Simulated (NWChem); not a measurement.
System: C$_{2}$HF$_{2}$O$_{2}$, doublet; SMILES O=C(O)[C](F)F

Input file for NWChem:

```
start job
memory heap 200 mb stack 900 mb global 1100 mb
geometry units angstroms noautosym nocenter noautoz
  O      1.185587    -1.361653    -0.016378
  C      0.119090    -0.768482     0.000516
  O     -1.102805    -1.362384    -0.014011
  C      0.010212     0.663464     0.065075
  F      1.072903     1.430887     0.028211
  F     -1.129441     1.317819     0.014050
  H     -0.928234    -2.321184    -0.038085
end
basis spherical
  O library 6-31g*
  C library 6-31g*
  F library 6-31g*
  H library 6-31g*
end
dft
  odft
  mult 2
  xc xpbe96 cpbe96
  iterations 150
end
property
  hyperfine
end
task dft property
```

Output (shortened):

```
             Northwest Computational Chemistry Package (NWChem) 7.3.0
             --------------------------------------------------------

                             Geometry "geometry" -> ""
                             -------------------------

 Output coordinates in angstroms (scale by  1.889725989 to convert to a.u.)

  No.       Tag          Charge          X              Y              Z
 ---- ---------------- ---------- -------------- -------------- --------------
    1 O                    8.0000     1.18558700    -1.36165300    -0.01637800
    2 C                    6.0000     0.11909000    -0.76848200     0.00051600
    3 O                    8.0000    -1.10280500    -1.36238400    -0.01401100
    4 C                    6.0000     0.01021200     0.66346400     0.06507500
    5 F                    9.0000     1.07290300     1.43088700     0.02821100
    6 F                    9.0000    -1.12944100     1.31781900     0.01405000
    7 H                    1.0000    -0.92823400    -2.32118400    -0.03808500

 Effective nuclear repulsion energy (a.u.)     236.6773554550

  pbe96 is a nonlocal functional; adding pw91lda local functional.
                              NWChem Property Module
                              ----------------------

  itol2e modified to match energy
  convergence criterion.

                                 NWChem DFT Module
                                 -----------------

 Summary of "ao basis" -> "ao basis" (spherical)
 ------------------------------------------------------------------------------
       Tag                 Description            Shells   Functions and Types
 ---------------- ------------------------------  ------  ---------------------
 O                           6-31g*                  6       14   3s2p1d
 C                           6-31g*                  6       14   3s2p1d
 F                           6-31g*                  6       14   3s2p1d
 H                           6-31g*                  2        2   2s

  itol2e modified to match energy
  convergence criterion.

[...]

          ----------------------
          Hyperfine Interactions
          ----------------------

 Total Spin Density (Fermi Contact Term)
 ------------------ --------------------
     Atom            x         y         z       Density (a.u.)      Aiso(MHz)     Aiso(Gauss)
     1  17-O      2.24043  -2.57315  -0.03095       0.027749        -16.821461      -6.002305
     2  13-C      0.22505  -1.45222   0.00098      -0.021203        -23.836401      -8.505406
     3  17-O     -2.08400  -2.57453  -0.02648      -0.000892          0.540708       0.192938
     4  13-C      0.01930   1.25377   0.12297       0.098292        110.498878      39.428681
     5  19-F      2.02749   2.70398   0.05331       0.029468        123.983142      44.240193
     6  19-F     -2.13433   2.49032   0.02655       0.030340        127.654284      45.550146
     7   1-H     -1.75411  -4.38640  -0.07197      -0.001042         -4.659843      -1.662745

           -------------------------------------------
           Anisotropic Interaction (Spin-Dipolar Term)
           -------------------------------------------

 ------------------------------------------------------------
     Atom            x         y         z
 ------------------------------------------------------------
     1  17-O      2.24043  -2.57315  -0.03095

   Spin-Dipolar term (a.u.)
        xx             yy             zz             xy             xz             yz
 ------------------------------------------------------------------------------------------
      -0.361085      -0.366338       0.727424      -0.001230      -0.011464      -0.086520

   Principal Comp. of -hf- tensor (au)            Anisotropic -hfcc- (MHz)               Anisotropic -hfcc- (Gauss)
 --------------------------------------------------------------------------------------------------------------------------
     -0.360836    -0.373507     0.734343      26.109809    27.026710   -53.136519       9.316613     9.643786   -18.960399

   Orientation of the principal axis of Hyperfine Tensor w.r.t absolute (molecular) frame
 --------------------------------------------------------------------------------------------------------------------------
      0.985362     0.170163    -0.010345
     -0.170448     0.982247    -0.078348
     -0.003171     0.078964     0.996872

 ------------------------------------------------------------
     Atom            x         y         z
 ------------------------------------------------------------
     2  13-C      0.22505  -1.45222   0.00098

   Spin-Dipolar term (a.u.)
        xx             yy             zz             xy             xz             yz
 ------------------------------------------------------------------------------------------
      -0.026608      -0.003386       0.029994      -0.011688       0.003351      -0.019367

   Principal Comp. of -hf- tensor (au)            Anisotropic -hfcc- (MHz)               Anisotropic -hfcc- (Gauss)
 --------------------------------------------------------------------------------------------------------------------------
     -0.031844    -0.007994     0.039837      -4.273101    -1.072673     5.345774      -1.524746    -0.382756     1.907502

   Orientation of the principal axis of Hyperfine Tensor w.r.t absolute (molecular) frame
 --------------------------------------------------------------------------------------------------------------------------
      0.899959    -0.418788     0.121206
      0.427578     0.793529    -0.433000
      0.085155     0.441507     0.893208

[...]
```

Level: PBE/6-31G* (spherical d), spin-unrestricted, contact and dipolar terms. Structure relaxed at the B3LYP/6-31G* (spherical d), spin-unrestricted level. No stability test was run on the SCF state.
